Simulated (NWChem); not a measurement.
System: C$_{3}$H$_{7}$AlO; SMILES C=[CH][AlH][O]C

```xyz
12

Al    -0.2638     0.0497    -0.0554
H     -1.8308    -0.0416    -0.3119
C      0.6464     1.7556     0.0954
C     -0.0412     2.9051    -0.0203
H      1.7207     1.8383     0.2737
H      0.4260     3.8884     0.0561
H     -1.1172     2.9230    -0.1992
O      0.6558    -1.3843     0.0923
C      0.2971    -2.7448     0.0298
H      0.8467    -3.2415    -0.7809
H      0.5609    -3.2465     0.9705
H     -0.7789    -2.8953    -0.1462
```
Atoms are numbered in this order, from 1.

Level: B3LYP/6-31G* (spherical d) (NWChem), optimised geometry, unscaled harmonic frequencies. 

### Question
List the harmonic frequencies with IR intensities, and the thermochemistry.

### Answer
```tsv
frequency (cm⁻¹)	IR intensity (km/mol)
61	0.4
91	1.6
108	0.0
127	5.3
190	8.0
279	7.7
416	5.0
525	150.7
637	55.8
664	97.0
762	172.1
1003	33.8
1015	15.5
1070	13.4
1164	252.1
1202	0.1
1225	105.1
1295	5.5
1458	21.8
1520	26.1
1528	0.5
1537	6.1
1657	19.4
1931	166.8
3002	99.1
3061	68.9
3076	49.9
3116	26.3
3130	10.6
3188	26.1
```

| Item | Value |
|---|---|
| zero-point energy | 57.2 kcal/mol |
| thermal correction to the enthalpy at 298.15 K (with zero-point energy) | 62.7 kcal/mol |
| heat capacity Cv | 24.7 cal/(mol K) |
| entropy at 298.15 K and 1 atm (symmetry number 1) | 86.5 cal/(mol K) |
| dipole moment | 0.36 D |

Rigid rotor and harmonic oscillator; modes under 100 cm⁻¹ make the entropy uncertain.
